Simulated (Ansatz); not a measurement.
Ge₂H₃ (the lowest doublet isomer of a short search) was relaxed with r2SCAN-D4 (def2-TZVP) in Ansatz in these states: charge +1 singlet, neutral doublet, neutral quartet. The geometries follow in no particular order.

A:

Cartesian coordinates in Å:
```
Ge 0.892 0.199 -0.490
Ge -0.366 0.061 1.569
H 1.003 -1.156 -1.229
H -1.864 -0.356 1.626
H 0.335 1.252 -1.477
```

B:

```xyz
5

Ge   -0.125   -0.022   -0.534
Ge   -1.178    0.688    1.493
H    -0.055   -1.503   -0.914
H     0.441   -0.019    1.186
H     0.916    0.856   -1.232
```

C:

Cartesian coordinates in Å:
```
Ge 0.201 0.068 0.612
Ge 0.296 0.575 -1.734
H 1.134 0.707 1.665
H -0.904 -0.454 -1.933
H -0.726 -0.895 1.391
```

**Question.** Judge from the bond lengths which geometry belongs to which state (an estimate).

**Answer.** A is the neutral quartet (Ge2–H4 1.556 Å, Ge1–Ge2 2.417 Å, Ge1–H5 1.548 Å); B is the charge +1 singlet (Ge2–H4 1.793 Å, Ge1–Ge2 2.392 Å, Ge1–H5 1.531 Å); C is the neutral doublet (Ge2–H4 1.593 Å, Ge1–Ge2 2.402 Å, Ge1–H5 1.547 Å).
